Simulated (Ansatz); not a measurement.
Reaction (cleavage of the In–Ge bond): `[F][GeH2][InH2]` + `C[S][AlH][OH]` → `C[S][AlH][O][InH2]` + `[F][GeH3]`

Isolated molecules relaxed with PBE0-D4/def2-TZVP in Ansatz; ΔE leaves out vibrations. CBS: MP2 limit from def2 TZ/QZ plus the TZ coupled-cluster correction, frozen cores. Functionals use def2-TZVPP. def2 core potentials past Kr. For Ge, In outer-core shells are correlated without core-valence functions, which leaves a few kJ/mol of doubt a bond. Scalar relativity is left out up to krypton. Each species was taken in one conformer, which may not be the lowest.

**Question.** Is it downhill or uphill in electronic energy at CCSD(T)/CBS, and by how much? (Best estimate.)

**Answer.** Computed: Downhill: ΔE = -0.14 eV.

**Question.** What do these levels give: LDA (SPW92), r2SCAN-D4, CAM-B3LYP-D4, ωB97X-V, PBE, BHLYP, LC-ωPBE, MP2/def2-SVP, CCSD(T)/def2-SVP, CCSD/def2-TZVPP, HF/CBS(def2), CCSD/CBS(def2)? (Best estimate.)

**Answer.** Computed: LDA (SPW92) 0.07, r2SCAN-D4 -0.07, CAM-B3LYP-D4 -0.12, ωB97X-V -0.11, PBE 0.06, BHLYP -0.07, LC-ωPBE -0.08, MP2/def2-SVP -0.35, CCSD(T)/def2-SVP -0.28, CCSD/def2-TZVPP -0.13, HF/CBS(def2) -0.19, CCSD/CBS(def2) -0.12 eV.

Largest T1 diagnostic among the species: 0.015.

From r2SCAN to r2SCAN0 (25 % exact exchange), in def2-TZVPP and without D4, ΔE moves by +0.05 eV. Leaving LDA and LC-ωPBE aside and taking each functional with its dispersion term where it has one, the values, not all of them listed here, spread over 0.24 eV, from B97M-V to HSE06-D4. At CCSD(T), def2-SVP lies −0.14 eV from the extrapolated value and def2-TZVPP −0.01 eV.
